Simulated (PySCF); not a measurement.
Si(Me)(OH)2(SMe), SMILES CS[Si](C)(O)O (C2H8O2SSi) (CAM-B3LYP/def2-SVP optimised geometry):

```
14

C     -0.671     1.775     1.434
S     -1.543     1.053     0.000
Si    -0.714    -0.928     0.000
C      1.141    -0.928     0.000
O     -1.379    -1.669    -1.324
O     -1.158    -1.786     1.340
H      0.388     1.963     1.210
H     -1.157     2.732     1.660
H     -0.752     1.124     2.314
H      1.511    -1.963    -0.037
H      1.543    -0.459     0.910
H      1.538    -0.384    -0.870
H     -1.496    -1.163    -2.133
H     -2.103    -1.931     1.462
```

Method: CAM-B3LYP/def2-TZVP (PySCF).

Q: What are the frontier orbital energies and the dipole moment?

A: HOMO-2 -10.71 eV, HOMO-1 -9.38 eV, HOMO -8.22 eV, LUMO 1.31 eV, LUMO+1 1.53 eV; dipole moment 1.16 D.

On the same geometry PBE/def2-TZVP (PySCF 2.14.0) gives HOMO-2 -7.58 eV, HOMO-1 -6.71 eV, HOMO -5.63 eV, LUMO -0.56 eV, LUMO+1 -0.12 eV; dipole moment 1.04 D.

Meta-Löwdin charges at CAM-B3LYP/def2-TZVP: C1 -0.38, S2 -0.24, Si3 1.28, C4 -0.63, O5 -0.76, O6 -0.76, H7 0.12, H8 0.13, H9 0.13, H10 0.14, H11 0.13, H12 0.13, H13 0.36, H14 0.35.
